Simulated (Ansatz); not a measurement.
The cluster In3Sb2⁺, relaxed as a singlet with RKS r2SCAN-D4/def2-SVP in Ansatz, starting from the GFN1-xTB geometry. Force threshold 0.02 eV/Å.

In the def2 sets In, Sb take a core potential; there is no spin–orbit coupling. The restricted singlet is unstable towards broken spin symmetry at other levels; at r2SCAN-D4/def2-SVP this wasn't settled. Another isomer (singlet) lies 0.47 eV lower at PBE0-D4/def2-TZVP; other spin states weren't run for this one.

Start:

```xyz
5

In    0.840   -0.602    1.831
In   -1.491   -1.464    0.260
In   -0.940    1.379    0.631
Sb   -0.270   -0.054   -2.083
Sb    1.860    0.741   -0.639
```

| step | energy (eV) | largest force component (eV/Å) | SCF passes |
| --- | --- | --- | --- |
| 1 | -28604.3392 | 1.127 | 21 |
| 2 | -28604.5841 | 0.312 | 29 |
| 3 | -28604.6404 | 0.228 | 23 |
| 4 | -28604.7100 | 0.298 | 29 |
| 5 | -28604.7954 | 0.223 | 25 |
| 6 | -28604.8766 | 0.190 | 22 |
| 7 | -28604.9563 | 0.185 | 22 |
| 8 | -28605.0309 | 0.168 | 22 |
| 9 | -28605.0979 | 0.126 | 22 |
| 10 | -28605.1447 | 0.217 | 22 |
| 11 | -28605.1559 | 0.582 | 29 |
| 12 | -28605.2151 | 0.071 | 22 |
| 13 | -28605.2358 | 0.038 | 21 |
| 14 | -28605.2446 | 0.087 | 21 |
| 15 | -28605.2457 | 0.057 | 22 |
| 16 | -28605.2460 | 0.006 | 22 |

Force components are those of the run's own axes.

End:

```xyz
5

In    2.015    0.651    2.697
In   -3.114   -1.219   -0.764
In   -0.490   -0.250    0.859
Sb   -0.253    0.031   -2.103
Sb    1.841    0.787   -0.690
```

Bonds lost: In1–In2 (atoms count from 1).

No frequencies were taken in this run, so the end may be a saddle point.

It took 59 s on 4 threads of Arm Neoverse V1 on a shared host.
